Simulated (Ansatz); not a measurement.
```xyz
12

O     0.0042   -2.4559   -0.5857
Si   -0.0614   -1.2130    0.4781
N    -1.1997    0.0493    0.1682
Si    0.0051    1.2866    0.2195
O     0.1301    2.2804   -1.0757
N     1.1568    0.0068    0.3630
H     0.0849   -2.2263   -1.5134
H    -0.1811   -1.9137    1.7727
H    -2.2003    0.0797    0.2049
H    -0.0706    2.2427    1.3427
H     0.1935    1.8620   -1.9364
H     2.1385    0.0013    0.5620
```

The species carries charge 0 and has multiplicity 1.

List the r2SCAN/def2-TZVPP orbital energies in eV (the Gaussian-basis code of Ansatz). (Best estimate.)

The calculation gave: Occupied: -1791.64, -1791.64, -515.79, -515.79, -384.50, -384.50, -141.90, -141.90, -96.78, -96.78, -96.78, -96.78, -96.74, -96.74, -26.44, -26.41, -22.74, -20.91, -14.62, -14.35, -13.63, -11.48, -10.75, -10.20, -9.93, -9.38, -9.37, -8.50, -7.88, -7.80, -7.14, -6.22. Lowest empty: 0.48, 0.52, 1.16, 1.48, 1.97, 2.12, 2.53, 2.85.
